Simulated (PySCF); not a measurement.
C₆H₁₄Se, triplet, at the geometry of the source list (a higher spin typed on purpose: for a closed-shell molecule this is an excited state) (in this run its highest filled SCF level lies above zero, so its values depend strongly on the basis, on diffuse functions most of all), atoms displaced at random by about 0.03 Å a coordinate; TPSS/STO-3G, gradient by finite differences (PySCF).

The PySCF input:
```python
from pyscf import gto, scf, dft

mol = gto.Mole()
mol.atom = '''
    C     2.01649030    1.05991665    0.30810198
    C     1.50007696   -0.35449733    0.30326188
    C     2.63555252   -1.33019543   -0.00426388
    Se    0.00776742   -0.65908184   -1.08529663
    C    -1.57618734    0.00548225    0.07448275
    C    -1.80733102    1.46417124   -0.22407514
    C    -2.69528720   -0.87636299   -0.22585541
    H     2.46284848    1.28928210   -0.68529582
    H     2.76476937    1.16425487    1.00092948
    H     1.21637935    1.76898253    0.50837661
    H     1.06733382   -0.61235684    1.22436342
    H     2.25444247   -2.39446479    0.00960370
    H     3.48805146   -1.19823945    0.68310839
    H     2.92615778   -1.23808655   -1.11491578
    H    -1.18619233   -0.12675124    1.05849769
    H    -0.98488674    2.07172217    0.01937093
    H    -2.11428541    1.62077702   -1.33178866
    H    -2.65117136    1.75241738    0.38315624
    H    -2.52125282   -1.97535753   -0.01456523
    H    -3.05516671   -0.79169410   -1.30223584
    H    -3.56276220   -0.62917570    0.46423817
'''
mol.basis = 'sto-3g'
mol.spin = 2
mol.verbose = 4
mol.build()

mf = dft.UKS(mol)
mf.xc = 'tpss'
mf.conv_tol = 1e-11
mf.kernel()
scan, done = mf.as_scanner(), []
scan.scf_summary = {}
def energy(d):
    c = mol.atom_coords()
    c[19, 2] += d
    e = scan(mol.set_geom_(c, unit='Bohr', inplace=False))
    done.append(scan.converged)
    return e
h = 1e-3
fd = (energy(h) - energy(-h)) / (2 * h)
print('dE/dx =', fd)
```

What the program printed (banner, timings and long lists left out):

```
PySCF version 2.14.0

[INPUT] verbose = 4
[INPUT] num. atoms = 21
[INPUT] num. electrons = 84
[INPUT] charge = 0
[INPUT] spin (= nelec alpha-beta = 2S) = 2
[INPUT] symmetry False subgroup None
[INPUT] Mole.unit = angstrom
[INPUT] Symbol           X                Y                Z      unit          X                Y                Z       unit  Magmom
[...]
nuclear repulsion = 558.876147825061
number of shells = 40
number of NR pGTOs = 186
number of NR cGTOs = 62
basis = sto-3g
ecp = {}

******** <class 'pyscf.dft.uks.UKS'> ********
method = UKS
initial guess = minao
damping factor = 0
level_shift factor = 0
DIIS = <class 'pyscf.scf.diis.CDIIS'>
diis_start_cycle = 1
diis_space = 8
diis_damp = 0
SCF conv_tol = 1e-11
SCF conv_tol_grad = None
SCF max_cycles = 50
direct_scf = True
direct_scf_tol = 1e-13
number electrons alpha = 43  beta = 41
XC library pyscf.dft.libxc version 7.1.2
    S. Lehtola, C. Steigemann, M. J. T. Oliveira, and M. A. L. Marques,  SoftwareX 7, 1–5 (2018)
XC functionals = tpss
    J. Tao, J. P. Perdew, V. N. Staroverov, and G. E. Scuseria,  Phys. Rev. Lett. 91, 146401 (2003)
    J. P. Perdew, J. Tao, V. N. Staroverov, and G. E. Scuseria,  J. Chem. Phys. 120, 6898 (2004)
    J. Tao, J. P. Perdew, V. N. Staroverov, and G. E. Scuseria,  Phys. Rev. Lett. 91, 146401 (2003)
    J. P. Perdew, J. Tao, V. N. Staroverov, and G. E. Scuseria,  J. Chem. Phys. 120, 6898 (2004)
radial grids:
    Treutler-Ahlrichs [JCP 102, 346 (1995); DOI:10.1063/1.469408] (M4) radial grids

becke partition: Becke, JCP 88, 2547 (1988); DOI:10.1063/1.454033
pruning grids: <function nwchem_prune>
grids dens level: 3
symmetrized grids: False
atomic radii adjust function: <function treutler_atomic_radii_adjust>
small_rho_cutoff = 0
Set gradient conv threshold to 3.16228e-06
tot grids = 242448
init E= -2606.16560658119

cycle= 1 E= -2608.51884828182  delta_E= -2.35  |g|= 0.435  |ddm|= 3.99

cycle= 2 E= -2607.98978736667  delta_E= 0.529  |g|= 0.729  |ddm|= 3.71

cycle= 3 E= -2608.91682291836  delta_E= -0.927  |g|= 0.18  |ddm|= 3.19

cycle= 4 E= -2608.87237637817  delta_E= 0.0444  |g|= 0.288  |ddm|= 2.08

cycle= 5 E= -2608.94336625626  delta_E= -0.071  |g|= 0.0781  |ddm|= 1.75

cycle= 6 E= -2608.94783298306  delta_E= -0.00447  |g|= 0.0163  |ddm|= 0.412

cycle= 7 E= -2608.94802906214  delta_E= -0.000196  |g|= 0.00943  |ddm|= 0.133

cycle= 8 E= -2608.94808886646  delta_E= -5.98e-05  |g|= 0.00405  |ddm|= 0.0221

[...]
converged SCF energy = -2608.94810363479  <S^2> = 2.0023311  2S+1 = 3.0015537
converged SCF energy = -2608.94812441076  <S^2> = 2.0023311  2S+1 = 3.0015537
[...]
  21 H     -3.562762200000  -0.629175700000   0.464238170000 AA   -6.732644804953  -1.188969757232   0.877282997869 Bohr

******** <class 'pyscf.scf.hf.UKS_Scanner'> ********
method = UKS_Scanner
initial guess = minao
damping factor = 0
level_shift factor = 0
DIIS = <class 'pyscf.scf.diis.CDIIS'>
diis_start_cycle = 1
diis_space = 8
diis_damp = 0
SCF conv_tol = 1e-11
SCF conv_tol_grad = None
SCF max_cycles = 50
direct_scf = True
direct_scf_tol = 1e-13
number electrons alpha = 43  beta = 41
XC library pyscf.dft.libxc version 7.1.2
    S. Lehtola, C. Steigemann, M. J. T. Oliveira, and M. A. L. Marques,  SoftwareX 7, 1–5 (2018)
XC functionals = tpss
    J. Tao, J. P. Perdew, V. N. Staroverov, and G. E. Scuseria,  Phys. Rev. Lett. 91, 146401 (2003)
    J. P. Perdew, J. Tao, V. N. Staroverov, and G. E. Scuseria,  J. Chem. Phys. 120, 6898 (2004)
    J. Tao, J. P. Perdew, V. N. Staroverov, and G. E. Scuseria,  Phys. Rev. Lett. 91, 146401 (2003)
    J. P. Perdew, J. Tao, V. N. Staroverov, and G. E. Scuseria,  J. Chem. Phys. 120, 6898 (2004)
radial grids:
    Treutler-Ahlrichs [JCP 102, 346 (1995); DOI:10.1063/1.469408] (M4) radial grids

becke partition: Becke, JCP 88, 2547 (1988); DOI:10.1063/1.454033
pruning grids: <function nwchem_prune>
grids dens level: 3
symmetrized grids: False
atomic radii adjust function: <function treutler_atomic_radii_adjust>
small_rho_cutoff = 0
Set gradient conv threshold to 3.16228e-06
tot grids = 242448
init E= -2608.94787891275

cycle= 1 E= -2608.94808233141  delta_E= -0.000203  |g|= 0.000472  |ddm|= 0.00281

cycle= 2 E= -2608.94807383119  delta_E= 8.5e-06  |g|= 0.00313  |ddm|= 0.0193

cycle= 3 E= -2608.94808254017  delta_E= -8.71e-06  |g|= 0.00012  |ddm|= 0.0166

cycle= 4 E= -2608.94808254836  delta_E= -8.2e-09  |g|= 5.39e-05  |ddm|= 0.000223

cycle= 5 E= -2608.94808255063  delta_E= -2.27e-09  |g|= 1.26e-05  |ddm|= 0.000188

cycle= 6 E= -2608.94808255075  delta_E= -1.18e-10  |g|= 3.76e-06  |ddm|= 4.35e-05

cycle= 7 E= -2608.94808255076  delta_E= -1.46e-11  |g|= 2.02e-06  |ddm|= 6.93e-06

cycle= 8 E= -2608.94808255075  delta_E= 1.27e-11  |g|= 7.72e-07  |ddm|= 4.21e-06

cycle= 9 E= -2608.94808255077  delta_E= -1.64e-11  |g|= 3.68e-08  |ddm|= 2.74e-06

cycle= 10 E= -2608.94808255076  delta_E= 2.73e-12  |g|= 2.08e-08  |ddm|= 1e-07

Extra cycle  E= -2608.94808255076  delta_E= 9.09e-12  |g|= 9.61e-08  |ddm|= 5.8e-07
converged SCF energy = -2608.94808255076  <S^2> = 2.002331  2S+1 = 3.0015536
dE/dx = -0.020929999664076604
```
